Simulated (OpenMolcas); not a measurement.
**W2+: effect of the basis set**

```json
{"Program": "OpenMolcas 26.06", "Method": "SS-CASPT2, IPEA 0.25 Eh, imaginary shift 0.1 Eh (closed shells correlated: 5s 5p)", "Active space": "4 electrons in 10 orbitals (5d 6d)", "State averaging": "2S+1 = 5 even, 5 roots; 2S+1 = 3 even, 45 roots; 2S+1 = 1 even, 50 roots", "Spin-orbit coupling": "state interaction with AMFI integrals over the reference wave functions, term energies averaged over their components"}
```

A. ANO-R2 [8s6p5d3f2g], X2C, finite nucleus; CASPT2 step about 10 core-minutes
B. ANO-RCC-VTZP [8s7p5d3f2g1h], DKH2, point nucleus; CASPT2 step of the order of 27 core-minutes
C. ANO-RCC-VQZP [9s8p6d4f3g2h], DKH2, point nucleus; CASPT2 step of the order of 24 core-minutes

Energies in cm⁻¹ above 5d⁴ ⁵D₀, the measured ground level; measured values from NIST levels as listed in McCann et al., Mon. Not. R. Astron. Soc. 538, 537 (2025).

```json
{"Level": "5d⁴ ⁵D₀ [64 %]", "A": "0.0", "B": "0.0", "C": "0.0", "Measured": "0.0"}
{"Level": "5d⁴ ⁵D₁", "A": "2540", "B": "2380", "C": "2590", "Measured": "2256"}
{"Level": "5d⁴ ⁵D₂", "A": "4970", "B": "4710", "C": "5030", "Measured": "4461"}
{"Level": "5d⁴ ⁵D₃", "A": "6950", "B": "6670", "C": "7000", "Measured": "6278"}
{"Level": "5d⁴ ⁵D₄", "A": "8490", "B": "8250", "C": "8500", "Measured": "7687"}
{"Level": "5d⁴ ³P₀(1) [56 %]", "A": "11550", "B": "11540", "C": "11510", "Measured": "9904"}
{"Level": "5d⁴ ³H₄ [58 %]", "A": "15090", "B": "15280", "C": "14890", "Measured": "13701"}
{"Level": "5d⁴ ³P₁(1)", "A": "15330", "B": "15370", "C": "15260", "Measured": "12881"}
{"Level": "5d⁴ ³F₂(1) [72 %]", "A": "16880", "B": "17170", "C": "16720", "Measured": ""}
{"Level": "5d⁴ ³G₃ [52 %]", "A": "17370", "B": "17550", "C": "17200", "Measured": ""}
{"Level": "5d⁴ ³H₅", "A": "18370", "B": "18540", "C": "18160", "Measured": ""}
{"Level": "5d⁴ ³P₂(1)", "A": "19960", "B": "20060", "C": "19860", "Measured": ""}
{"Level": "5d⁴ ³H₆", "A": "20050", "B": "20270", "C": "19830", "Measured": ""}
{"Level": "5d⁴ ³G₄ [51 %]", "A": "22660", "B": "22810", "C": "22470", "Measured": ""}
{"Level": "5d⁴ ³F₃(1) [53 %]", "A": "22740", "B": "22900", "C": "22590", "Measured": ""}
{"Level": "5d⁴ ³D₃ [69 %]", "A": "24640", "B": "24890", "C": "24510", "Measured": ""}
{"Level": "5d⁴ ³G₅", "A": "25950", "B": "26010", "C": "25740", "Measured": ""}
{"Level": "5d⁴ ³D₁", "A": "27070", "B": "27250", "C": "26970", "Measured": ""}
{"Level": "5d⁴ ¹I₆", "A": "28090", "B": "28440", "C": "27830", "Measured": ""}
{"Level": "5d⁴ ¹G₄(1) [57 %]", "A": "31270", "B": "31410", "C": "31080", "Measured": ""}
{"Level": "5d⁴ ¹S₀(1)", "A": "31590", "B": "31710", "C": "31500", "Measured": ""}
{"Level": "5d⁴ ¹F₃ [72 %]", "A": "32800", "B": "33310", "C": "32630", "Measured": ""}
{"Level": "5d⁴ ³P₂(2)", "A": "36470", "B": "37080", "C": "36230", "Measured": ""}
{"Level": "5d⁴ ³F₄(2) [72 %]", "A": "39050", "B": "39690", "C": "38850", "Measured": ""}
```

Deviations, from unrounded energies. A percentage is the sum of absolute deviations over the sum of measured energies, with the sign that they share, or ± where signs differ.

```
                        Against measurement  Levels      A      B      C
             mean absolute deviation (cm-1)       7   1100   1000   1100
      fine structure of the ground term (%)       4  +10.9   +6.4  +11.8
other terms of the ground configuration (%)       3  +15.0  +15.6  +14.2
```

B lies closest to measurement on these levels and A furthest from it. The largest miss of B in the table is 5d⁴ ³P₁(1), by +2500 cm-1. The ranking rests on the paired levels alone, and a cruder setting can come out closer through cancelling errors.

The two smallest mean deviations differ by little beside CASPT2's spread within terms, so their order carries little weight.

Among A to C the level of the table that moves most is 5d⁴ ³P₂(2), by 840 cm-1 (lowest in C, highest in B). Moves below CASPT2's spread within the term are not significant.

Term energies are means over components that CASPT2 splits; among the terms shown or strongly mixed into the levels shown the widest spread is 640 cm-1 (5d⁴ ¹G(2), C). Over all roots computed the reference weight is 0.88 to 0.95 in A, 0.89 to 0.95 in B, 0.88 to 0.95 in C; the roots of lowest weight are the least certain, and an intruder state may touch them. Active for correlation alone: 6d; no level in the range computed is led by a configuration that fills it, so any true level of that kind is missing. Some terms miss by over 15 % even with CASPT2, which points to a basis or an active space too small for the shells correlated. The CASPT2 spread within a term exceeds the gap to the next term for 5d⁴ ³H and 5d⁴ ³F(1), so the order of their levels is uncertain, and so are names and mixing where such terms share a J (figures for A; the like holds for B, C). Computed and measured levels are paired by configuration, term and J; levels that our copy of the source lacks, or whose pairing is in doubt (as where it misses far off the trend of its configuration), stay unpaired and out of the deviations. Levels of configurations outside the active space are missing. The table leaves out levels that lie high or whose names do not pair safely across all columns.

A share in square brackets marks a mixed level and gives the weight of the term that names it, the lowest over the columns. A number in round brackets counts repeated terms of one configuration in the order of the reference energies.
